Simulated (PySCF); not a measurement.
Compound: C₅H₆F₃S (charge +1).
Geometry (GFN2-xTB, Å), atoms numbered from 1 in this order:
```xyz
15
C5H6F3S angstrom
C      3.2860    0.4552    0.1205
C      2.0510    0.0757    0.5536
C      0.9061    0.3237   -0.2018
C     -0.4230   -0.0619    0.2215
S     -1.8029    0.6400   -0.7379
C     -3.1486   -0.3263    0.1199
F     -3.1272   -0.0587    1.4192
F     -4.3105   -0.0138   -0.3871
F     -2.9196   -1.6266   -0.0259
H      4.1696    0.2649    0.7104
H      3.4243    0.9656   -0.8217
H      1.9498   -0.4265    1.5082
H      1.0157    0.8267   -1.1576
H     -0.5810    0.1286    1.2919
H     -0.4941   -1.1587    0.1130
```

The closed-shell ground state was solved at several levels (PySCF, density fitting, gas phase, non-relativistic).

```csv
level,basis functions,total energy (Eh),HOMO (eV),LUMO (eV),gap (eV)
PBE0/def2-SVPD,244,-890.3989,-11.76,-9.52,2.24
PBE0/pcSseg-1,190,-890.7937,-11.77,-9.56,2.21
```

Problem. What might wB97X-D/def2-SVPD (244 basis functions) give for the same quantities?

Solution. Total energy -890.8933 Eh, HOMO -13.51 eV, LUMO -7.82 eV, gap 5.69 eV.

Problem. Over all these levels, which gives the widest orbital gap and which the narrowest?

Solution. wB97X-D/def2-SVPD (range-separated hybrid) has the widest, 5.69 eV, and PBE0/pcSseg-1 (global hybrid, 25 % exact exchange) the narrowest, 2.21 eV. Functional and basis both differ between the two, so the spread mixes both effects.

One conformer stands for the species.

The pairwise dispersion term of wB97X-D wasn't added to the energies; at a given geometry it leaves orbitals and properties as they are.
